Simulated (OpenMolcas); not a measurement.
## Co³⁺: from CASSCF to CASPT2

```yaml
Program: OpenMolcas 26.06
Basis: ANO-RCC-VDZP [5s4p2d1f]
Scalar_Hamiltonian: DKH2, point nucleus
Active_space: 6 electrons in 5 orbitals (3d)
State_averaging: 2S+1 = 5 even, 5 roots; 2S+1 = 3 even, 45 roots (21 in the spin-orbit step); 2S+1 = 1 even, 50 roots (0 in the spin-orbit step)
Spin-orbit_coupling: state interaction with AMFI integrals over the reference wave functions, term energies averaged over their components
```

Methods on the same reference wave functions:
A. CASSCF
B. SS-CASPT2, IPEA 0.25 Eh, imaginary shift 0.1 Eh (closed shells correlated: 3s 3p)

Energies in cm⁻¹ above 3d⁶ ⁵D₄, the measured ground level; measured values from Sugar and Corliss, J. Phys. Chem. Ref. Data 10, 1097 (1981).

| Level | A | B | Measured |
| --- | --- | --- | --- |
| 3d⁶ ⁵D₄ | 0.0 | 0.0 | 0.0 |
| 3d⁶ ⁵D₃ | 663 | 667 | 639 |
| 3d⁶ ⁵D₂ | 1123 | 1123 | 1078 |
| 3d⁶ ⁵D₁ | 1415 | 1409 |  |
| 3d⁶ ⁵D₀ | 1557 | 1548 | 1494 |

Deviations, from unrounded energies. A percentage is the sum of absolute deviations over the sum of measured energies, with the sign that they share, or ± where signs differ.

```json
{"Against measurement": "mean absolute deviation (cm-1)", "Levels": "3", "A": "44", "B": "43"}
{"Against measurement": "fine structure of the ground term (%)", "Levels": "3", "A": "+4.1", "B": "+4.0"}
```

A, B lie about equally close to measurement. The largest miss of B in the table is 3d⁶ ⁵D₀, by +54 cm-1. The ranking rests on the paired levels alone, and a cruder setting can come out closer through cancelling errors.

The lowest spin-free term lies below A's lowest term by 0.306 hartree in B.

Some high roots are left out of the spin-orbit mixing, which shifts the levels that they would mix with. The basis is small and was not contracted for so high a charge. Without dynamic correlation excited terms often stand tens of per cent too high (terms of higher spin than the ground term too low), and those without a measured partner can miss by more than the paired ones (holds for A). Measured partners are found by configuration, term and J. A level has none where our copy of the source lacks it or the pairing is in doubt (some pairs that miss far off the trend of their configuration count as doubtful), and it then counts in no deviation. Levels of configurations outside the active space are missing. The table leaves out levels that lie high or whose names do not pair safely across all columns.
